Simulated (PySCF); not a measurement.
# UHF on Mg(2+) (magnesium, charge +2)

Configuration: [Ne], closed-shell 1S. All numbers are calculated (PySCF 2.14, scalar relativity by spin-free X2C-1e, in x2c-SVPall (4s3p1d, 18 functions)).

```
Total energy                        : -199.056731 hartree
One-electron energy                 : -271.2307 hartree
Hartree (Coulomb) energy            : 87.8580 hartree
Exchange energy                     : -15.6839 hartree
⟨S²⟩                                : 0.0000
⟨L²⟩                                : 0.000
Sum of ⟨r⟩                          : 5.742 bohr
Sum of ⟨r²⟩                         : 4.747 bohr²
Langevin diamagnetic susceptibility : -3.76 ×10⁻⁶ cm³/mol
Time after the integrals            : 0.05 s of wall time on 1 thread of AMD EPYC 7R43 64-Core Processor (shared host)
```

```
shell  electrons  mean orbital energy (hartree)  rms radius, mean of both spins (bohr)
   1s          2                      -49.87344                                  0.151
   2s          2                       -4.50885                                  0.754
   2p          6                       -3.01969                                  0.771
```
